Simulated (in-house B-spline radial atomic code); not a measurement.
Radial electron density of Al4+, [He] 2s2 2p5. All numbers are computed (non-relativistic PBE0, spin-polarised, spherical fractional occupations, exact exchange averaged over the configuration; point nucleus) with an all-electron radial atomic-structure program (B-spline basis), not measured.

Columns: r (bohr), 4πr²n(r) (electrons per bohr), bar.

```
 0.00452   0.3211 #
 0.00527   0.4281 #
 0.00614   0.5681 ##
 0.00716   0.7523 ##
 0.00835    0.992 ###
 0.00974    1.302 ####
  0.0114    1.708 #####
  0.0133    2.213 #######
  0.0155    2.839 #########
   0.018    3.588 ###########
   0.021    4.518 ##############
  0.0245    5.616 #################
  0.0286    6.883 #####################
  0.0334    8.293 #########################
  0.0389    9.763 ##############################
  0.0454    11.25 ##################################
  0.0529    12.61 ######################################
  0.0617    13.71 ##########################################
   0.072     14.4 ############################################
  0.0839    14.53 ############################################
  0.0979    14.04 ###########################################
   0.114       13 #######################################
   0.133    11.54 ###################################
   0.155    10.01 ##############################
   0.181    8.762 ###########################
   0.211    8.152 #########################
   0.246    8.334 #########################
   0.287    9.214 ############################
   0.335    10.42 ################################
   0.391    11.41 ###################################
   0.456    11.68 ###################################
   0.532    10.93 #################################
    0.62    9.248 ############################
   0.723    6.976 #####################
   0.843    4.636 ##############
   0.984    2.661 ########
    1.15    1.291 ####
    1.34   0.5298 ##
    1.56   0.1779 #
    1.82  0.04611 
    2.12 0.009158
```

On this grid the curve has 2 maxima, near 0.0839, 0.456 bohr.

The 2s up radial function P(r) = rR(r), positive near the nucleus:

```json
{"r (bohr)": "0.00154", "P": "0.03695"}
{"r (bohr)": "0.00209", "P": "0.04979"}
{"r (bohr)": "0.00285", "P": "0.06722"}
{"r (bohr)": "0.00387", "P": "0.09007"}
{"r (bohr)": "0.00527", "P": "0.1204"}
{"r (bohr)": "0.00716", "P": "0.1596"}
{"r (bohr)": "0.00974", "P": "0.2097"}
{"r (bohr)": "0.0133", "P": "0.273"}
{"r (bohr)": "0.018", "P": "0.3467"}
{"r (bohr)": "0.0245", "P": "0.4314"}
{"r (bohr)": "0.0334", "P": "0.5186"}
{"r (bohr)": "0.0454", "P": "0.591"}
{"r (bohr)": "0.0617", "P": "0.6226"}
{"r (bohr)": "0.0839", "P": "0.5753"}
{"r (bohr)": "0.114", "P": "0.4059"}
{"r (bohr)": "0.155", "P": "0.08417"}
{"r (bohr)": "0.211", "P": "-0.3757"}
{"r (bohr)": "0.287", "P": "-0.877"}
{"r (bohr)": "0.391", "P": "-1.253"}
{"r (bohr)": "0.532", "P": "-1.33"}
{"r (bohr)": "0.723", "P": "-1.075"}
{"r (bohr)": "0.984", "P": "-0.6402"}
{"r (bohr)": "1.34", "P": "-0.2616"}
{"r (bohr)": "1.82", "P": "-0.06638"}
```
